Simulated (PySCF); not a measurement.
TDDFT excited states: [C6H10P]+

Species: C₆H₁₀P (charge +1).
Bonds: C1–C2, C2–C3, C3–C4 (double), C4–P5, P5–C6, C6–C7 (double), C2–C7. Hydrogens: H8, H9, H10 on C1; H11 on C2; H12 on C3; H13 on C4; H14, H15 on P5; H16 on C6; H17 on C7.

Theory: TDDFT CAM-B3LYP/def2-SVPD, vertical, gas phase, core orbitals frozen in the response in PySCF 2.14.0, density-fitted response routines. Geometry: GFN2-xTB; no solvent, vibrations or thermal averaging.

**Question.** List the vertical singlet excitations with oscillator strengths and describe the spectrum.

**Answer.** 

```
state  E (eV)  λ (nm)  ν̃ (cm⁻¹)       f  symmetry  main configurations (H = HOMO, L = LUMO)
   S1    6.36   195.0      51280  0.0029        A″                               H→L+1 (94%)
   S2    6.69   185.4      53930   0.149        A′                  H→L (80%), H-1→L+1 (19%)
   S3    6.93   179.0      55860   0.015        A″                               H-1→L (94%)
   S4    7.23   171.4      58340  0.0005         –                               H-2→L (83%)
   S5    7.26   170.7      58590   0.021        A′                             H-2→L+1 (87%)
   S6    7.40   167.6      59670  0.0001         –                               H→L+2 (86%)
   S7    7.56   164.0      60980   0.630        A′                  H-1→L+1 (74%), H→L (16%)
   S8    7.57   163.8      61050  0.0075        A′                               H→L+3 (87%)
```

Triplets (Tamm–Dancoff): T1 4.31 eV, H-1→L+1 (49%), H→L (44%); T2 4.34 eV, H→L+1 (52%), H-1→L (40%); T3 6.48 eV, H→L (54%), H-1→L+1 (43%).

The lowest singlet lies at 6.36 eV (195 nm, vacuum ultraviolet) and is very weak; its leading configuration is HOMO→LUMO+1 (94%). The strongest level in the table is S7 at 7.56 eV (164 nm, f = 0.630). S7/S8 lie within about 0.01 eV of each other. Löwdin shares by element: HOMO carbon 58% or more (atoms not listed hold the other 42%); LUMO carbon 44% or more, phosphorus 17% (atoms not listed hold the other 39%). Weighted by f, the mean energy of these states is 7.38 eV. Of the 8 states listed, 4 reach f = 0.01 and 1 stays under 0.0005. Orbital energies (eV): HOMO-3 -15.69, HOMO-2 -15.40, HOMO-1 -14.37, HOMO -13.91, LUMO -4.31, LUMO+1 -4.25, LUMO+2 -3.19. No computed singlet lies in the visible range (380 to 750 nm); the lowest, at 195 nm, stands 3.10 eV above its violet end (3.26 eV). Symmetry labels in Cs follow from the direction of the transition dipole and are given only for states with f of 0.002 or more. Singlets were solved by full linear response, triplets in the Tamm–Dancoff approximation.
